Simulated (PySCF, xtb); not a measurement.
C3H4BFO, SMILES C1=C[C@@H](F)B1O. Other conformers were not sampled.

Harmonic wavenumbers (cm⁻¹) from GFN2-xTB (xtb 6.7.1) at its own minimum, in rising order: 110, 188, 320, 416, 568, 613, 638, 756, 834, 882, 892, 986, 1030, 1049, 1080, 1106, 1241, 1278, 1444, 1588, 2924, 3091, 3117, 3588.

### Question
What does PBE0-D3(BJ)/def2-SVP (PySCF 2.14.0) give at its own minimum? (Estimate from the structure and the level; the computed values follow.)

### Answer
125, 204, 348, 448, 577, 588, 662, 780, 857, 927, 995, 1025, 1027, 1123, 1138, 1165, 1300, 1363, 1523, 1592, 3090, 3160, 3250, 3899. Paired by order, the mean absolute difference is 62 cm⁻¹ and the zero-point energies are 42.5 and 44.6 kcal/mol.
